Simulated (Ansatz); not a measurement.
C3H10Si2 (`C[Si]1(C)C[SiH2]1`), one more setting.

```yaml
crystal:
  periodic: [false, false, false]
  atoms:
    - {symbol: C, position_ang: [-1.599694, 0.021704, 0.874465]}
    - {symbol: Si, position_ang: [0.042118, -0.115008, 0.013381]}
    - {symbol: C, position_ang: [1.064373, -1.585951, 0.524939]}
    - {symbol: C, position_ang: [0.932671, 1.421650, -0.410294]}
    - {symbol: Si, position_ang: [0.326455, 1.009083, -2.232937]}
    - {symbol: H, position_ang: [-1.451708, 0.101464, 1.955212]}
    - {symbol: H, position_ang: [-2.221410, -0.855352, 0.681878]}
    - {symbol: H, position_ang: [-2.135222, 0.907397, 0.529300]}
    - {symbol: H, position_ang: [1.396765, -1.472177, 1.560384]}
    - {symbol: H, position_ang: [1.950407, -1.671215, -0.107765]}
    - {symbol: H, position_ang: [0.495789, -2.515487, 0.449099]}
    - {symbol: H, position_ang: [2.015245, 1.400872, -0.304709]}
    - {symbol: H, position_ang: [0.508155, 2.336463, -0.002452]}
    - {symbol: H, position_ang: [-0.243262, -0.512536, -1.542191]}
    - {symbol: H, position_ang: [-1.102580, 1.478392, -1.958907]}
basis:
  gaussian: {orbitals: def2-SVPD}
hamiltonian: {xc: {name: r2SCAN0}, dispersion: d3bj}
output: {forces: true}
```

```sh
$ ansatz run in.yaml --threads 4 --pin off --events-out ev --progress --plain --max-ram 10444MiB
```

Shortened log:

```
Warning: the engine holds no damping parameters fitted to this dispersion correction and functional, so the run takes those fitted to r2scan0 beside the three-body term, which d3bj leaves out (hamiltonian.dispersion, under Limitations)
Functional definition: r2SCAN0
1637 factors; their error is unknown
mean field evaluation 1: about -19008.1622 eV, gradient 6.3e1 eV
mean field evaluation 2: about -19005.8936 eV, gradient 6.5e1 eV
mean field evaluation 4: about -19017.6503 eV, gradient 2.5e0 eV
mean field evaluation 8: about -19017.6686 eV, gradient 4.3e-2 eV
mean field evaluation 16: about -19017.7784 eV, gradient 2.8e-5 eV
mean field -19017.77839229 eV, -698.8904652033 hartree, gradient 2.8e-5 eV, S^2 0.000000; 0 other end points of the search recorded, 0 dependent functions left out
reference -19017.77840579 eV, -698.8904656996 hartree; 28, 28 occupied and 160, 160 virtual orbitals, 1637 factors
Total energy: -19017.91153230 eV, -698.8953580087 hartree
Atom 0 at    -1.599694     0.021704     0.874465 Å, force     0.068727    -0.000760    -0.058919 eV/Å
Atom 1 at     0.042118    -0.115008     0.013381 Å, force    -0.025168    -0.094616     0.069843 eV/Å
Atom 2 at     1.064373    -1.585951     0.524939 Å, force    -0.040654     0.067818    -0.017585 eV/Å
Atom 3 at     0.932671     1.421650    -0.410294 Å, force     0.002656    -0.030284    -0.045638 eV/Å
Atom 4 at     0.326455     1.009083    -2.232937 Å, force    -0.086351    -0.040146    -0.068134 eV/Å
Atom 5 at    -1.451708     0.101464     1.955212 Å, force     0.004266     0.010215     0.093620 eV/Å
Atom 6 at    -2.221410    -0.855352     0.681878 Å, force    -0.064172    -0.079167    -0.011203 eV/Å
Atom 7 at    -2.135222     0.907397     0.529300 Å, force    -0.056941     0.080511    -0.017465 eV/Å
Atom 8 at     1.396765    -1.472177     1.560384 Å, force     0.036055     0.001754     0.086836 eV/Å
Atom 9 at     1.950407    -1.671215    -0.107765 Å, force     0.085178    -0.014378    -0.056190 eV/Å
Atom 10 at     0.495789    -2.515487     0.449099 Å, force    -0.048141    -0.093734    -0.004194 eV/Å
Atom 11 at     2.015245     1.400872    -0.304709 Å, force     0.132945     0.006111     0.026004 eV/Å
Atom 12 at     0.508155     2.336463    -0.002452 Å, force    -0.054563     0.125600     0.057107 eV/Å
Atom 13 at    -0.243262    -0.512536    -1.542191 Å, force     0.026050     0.041944    -0.023860 eV/Å
Atom 14 at    -1.102580     1.478392    -1.958907 Å, force     0.020114     0.019132    -0.030221 eV/Å
Dipole moment:    -0.075643    -0.227707     0.630106 e Å
```

Run time 3 s (4 threads of an Intel Xeon 6975P-C on a shared host); peak host memory 0.69 GiB.
